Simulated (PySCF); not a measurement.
# tert-butyl acetate: 4 charge schemes on one density

tert-butyl acetate, C6H12O2.
Atom-mapped SMILES: `[CH3:1][C:2](=[O:3])[O:4][C:5]([CH3:6])([CH3:7])[CH3:8]` (hydrogens: H9, H10, H11 on C1; H12, H13, H14 on C6; H15, H16, H17 on C7; H18, H19, H20 on C8)

Geometry (PBE0-D3(BJ)/def2-SVP, Å), atoms numbered from 1 in this order:
```xyz
20
C6H12O2 angstrom
C      2.727    0.142   -0.305
C      1.366   -0.392    0.055
O      1.188   -1.417    0.661
O      0.402    0.428   -0.369
C     -1.005    0.148   -0.124
C     -1.708    1.331   -0.772
C     -1.278    0.114    1.375
C     -1.403   -1.155   -0.809
H      3.346   -0.683   -0.681
H      3.206    0.521    0.611
H      2.669    0.951   -1.042
H     -2.797    1.235   -0.660
H     -1.468    1.381   -1.844
H     -1.388    2.273   -0.302
H     -0.778   -0.740    1.848
H     -2.361    0.034    1.551
H     -0.922    1.042    1.847
H     -0.894   -2.012   -0.353
H     -2.490   -1.300   -0.720
H     -1.150   -1.115   -1.879
```

Density: PBE0/pcSseg-1 (PySCF); schemes: Mulliken, IAO, Hirshfeld and ESP-fitted. Geometry: PBE0-D3(BJ)/def2-SVP, one conformer, isolated molecule.

Give the atomic charges in each scheme.

In e:

```csv
atom,environment,Mulliken,IAO,Hirshfeld,ESP-fitted
C1,methyl carbon next to a carbonyl,-0.246,-0.468,-0.123,-0.650
C2,ester carbonyl carbon,+0.404,+0.527,+0.220,+0.890
O3,ester carbonyl oxygen,-0.426,-0.480,-0.252,-0.595
O4,ester single-bonded oxygen,-0.469,-0.357,-0.093,-0.566
C5,sp3 carbon bound to oxygen,-0.246,+0.237,+0.100,+0.866
C6,methyl carbon,-0.172,-0.408,-0.123,-0.622
C7,methyl carbon,-0.192,-0.426,-0.128,-0.658
C8,methyl carbon,-0.191,-0.426,-0.128,-0.665
H9,methyl hydrogen,+0.144,+0.169,+0.056,+0.176
H10,methyl hydrogen,+0.149,+0.170,+0.059,+0.182
H11,methyl hydrogen,+0.138,+0.161,+0.047,+0.179
H12,methyl hydrogen,+0.113,+0.139,+0.045,+0.151
H13,methyl hydrogen,+0.120,+0.143,+0.040,+0.157
H14,methyl hydrogen,+0.120,+0.143,+0.040,+0.157
H15,methyl hydrogen,+0.148,+0.160,+0.036,+0.187
H16,methyl hydrogen,+0.115,+0.140,+0.045,+0.153
H17,methyl hydrogen,+0.114,+0.138,+0.038,+0.156
H18,methyl hydrogen,+0.149,+0.161,+0.036,+0.190
H19,methyl hydrogen,+0.114,+0.140,+0.045,+0.155
H20,methyl hydrogen,+0.115,+0.139,+0.038,+0.158
```

Mean size of the charges over all atoms: ESP-fitted 0.376 e, IAO 0.257 e, Mulliken 0.194 e, Hirshfeld 0.085 e. Each set sums to the total charge, 0, to within 0.001 e. The ESP scheme is a least-squares fit of atom-centred charges to the potential on four shells outside the van der Waals surface, with the total charge fixed. The Mulliken scheme counts on each atom the diagonal of the density matrix times the overlap matrix over that atom's basis functions.

Lowest charge. The schemes don't all agree: Mulliken O4 (-0.469); IAO O3 (-0.480); Hirshfeld O3 (-0.252); ESP-fitted C8 (-0.665).

Highest charge. All schemes agree: Mulliken C2 (+0.404); IAO C2 (+0.527); Hirshfeld C2 (+0.220); ESP-fitted C2 (+0.890).

How many electrons does the IAO scheme count on C1?

Z − q = 6 − (-0.468) = 6.468.

Sum the charges by element.

```tsv
element	atoms	Mulliken	IAO	Hirshfeld	ESP-fitted
C	6	-0.643	-0.965	-0.182	-0.839
O	2	-0.895	-0.837	-0.345	-1.161
H	12	+1.538	+1.802	+0.526	+2.001
```

How closely do the schemes follow one another over all atoms?

Correlation coefficient and root-mean-square difference: IAO with Hirshfeld 0.97, 0.194 e; IAO with ESP-fitted 0.96, 0.197 e; Hirshfeld with ESP-fitted 0.94, 0.365 e; Mulliken with IAO 0.85, 0.156 e; Mulliken with Hirshfeld 0.83, 0.148 e; Mulliken with ESP-fitted 0.71, 0.342 e.

These values come from a run that also computed NMR shieldings. On one thread of an Arm Neoverse V2, on a shared host, this took 27 s wall.
